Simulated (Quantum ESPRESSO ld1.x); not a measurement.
Q: The ruthenium ion Ru2+, 42 electrons, occupied as [Ar] 3d10 4s2 4p5.75 4d6 5s0.25 (fractional occupations, a model configuration). Calculated with ld1.x of Quantum ESPRESSO 7.5: Dirac Kohn-Sham, BLYP, spin-unpolarised, spherical densities, point nucleus; open shells are shared between the two j in proportion to 2j + 1. Some entries of the table are withheld. Estimate them.

orbital     occ.  eigenvalue (hartree)  <r^2> (bohr^2)
1s1/2          2              -806.744             (1)
2s1/2          2              -116.668         0.02495
2p1/2          2              -107.878             (2)
2p3/2          4              -103.063             (3)
3s1/2          2              -21.2068          0.1857
3p1/2          2              -17.7970          0.1823
3p3/2          4              -16.9801          0.1921
3d3/2          4              -10.9411          0.1750
3d5/2          6              -10.7819          0.1780
4s1/2          2              -3.59630           1.162
4p1/2    1.91667              -2.57396             (4)
4p3/2    3.83333              -2.44634             (5)
4d3/2        2.4              -0.93147           2.693
4d5/2        3.6              -0.91736           2.749
5s1/2       0.25              -0.72408           8.364
5p1/2          0              -0.52391           11.73
5p3/2          0              -0.51068           12.25
6s1/2          0              -0.27834           38.64

A: 
(1) 1s1/2 <r^2> (bohr^2): 0.001509
(2) 2p1/2 <r^2> (bohr^2): 0.01876
(3) 2p3/2 <r^2> (bohr^2): 0.02011
(4) 4p1/2 <r^2> (bohr^2): 1.375
(5) 4p3/2 <r^2> (bohr^2): 1.450
